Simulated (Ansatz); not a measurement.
Consider the ligand exchange at a Ga–S bond: `[SiH3][GaH][SH]` + NH₃ → `[NH2][GaH][SiH3]` + H₂S.

Program: Ansatz. Geometries: PBE0-D4/def2-TZVP. ΔE: electronic, gas phase. CCSD(T)/CBS is the MP2 limit (def2-TZVPP, def2-QZVPP) plus CCSD(T) − MP2 in def2-TZVPP, frozen cores. This one scheme is used for every species. Functionals use def2-TZVPP. For Ga outer-core shells are correlated without core-valence functions, which leaves a few kJ/mol of doubt a bond. Scalar relativity is left out up to krypton. Each species was taken in one conformer, which may not be the lowest.

```csv
level,ΔE (kJ/mol),difference from CCSD(T)/CBS
r2SCAN-D4,56.0,4.9
r2SCAN0-D4,58.0,6.9
BHLYP-D4,56.3,5.2
CAM-B3LYP-D4,47.8,-3.3
ωB97X-V,50.4,-0.7
ωB97M-V,52.7,1.6
PBE,56.2,5.1
PBE0,58.1,7.0
CAM-B3LYP,46.4,-4.7
RPA@PBE/def2-TZVPP,46.0,-5.1
MP2/def2-SVP,44.4,-6.7
CCSD(T)/def2-SVP,43.3,-7.8
MP2/def2-TZVPP,51.9,0.8
CCSD(T)/def2-TZVPP,50.1,-1.0
HF/def2-QZVPP,53.5,2.4
MP2/CBS(def2),53.0,1.9
CCSD(T)/CBS,51.1,0
```

Largest T1 diagnostic among the species: 0.015.

At CCSD(T), def2-SVP lies −7.8 kJ/mol from the extrapolated value and def2-TZVPP −1.0 kJ/mol. Leaving LDA and LC-ωPBE aside and taking each functional with its dispersion term where it has one, the values, not all of them listed here, spread over 11.9 kJ/mol, from CAM-B3LYP-D4 to HSE06-D4. LDA lies −6.5 kJ/mol from PBE without D4.
